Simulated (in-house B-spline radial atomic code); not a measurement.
Configurations of the bromine ion Br²⁺, with energies counted from [Ar] 3d10 4s2 4p3. Method: scalar-relativistic (X2C) B3LYP, spin-polarised, spherical fractional occupations, exact exchange averaged over the configuration, Fermi nucleus of rms radius 4.1629 fm. Calculated with a radial B-spline atomic code at the basis-set limit. Shells without spins written out take the highest spin.

Occupations are held fixed; configurations that lie above the ionisation limit could autoionise.

```tsv
configuration	E - E(ref) (eV)	highest orbital	its <r> (bohr)
[Ar] 3d10 4s2 4p2 5s1	17.971	5s up	3.738
[Ar] 3d10 4s2 4p2 5d1	26.044	5d up	6.08
[Ar] 3d9 4s2 4p3 4d1	84.929	4d up	2.527
[Ne] 3s2 3p5 3d10 4s2 4p3 5p1	198.94	5p up	4.243
[Ne] 3s2 3p5 3d10 4s2 4p3 5d1	203.68	5d up	5.871
[Ne] 3s2 3p5 3d10 4s2 4p3 4f1	204.73	4f up	5.256
```

Order these further configurations by energy, lowest first.
A. [Ar] 3d10 4s2 4p2 4f1
B. [Ne] 3s2 3p5 3d10 4s2 4p3 4d1
C. [Ne] 3s2 3p5 3d10 4s2 4p3 5s1
D. [Ar] 3d9 4s2 4p3 5s1
E. [Ar] 3d9 4s2 4p4

A (26.864 eV), E (68.625 eV), D (86.003 eV), B (194.27 eV), C (195.32 eV).

How far above the reference does [Ar] 3d9 4s2 4p3 5f1 lie?

98.075 eV; its least bound orbital is 5f up with <r> = 9.114 bohr.
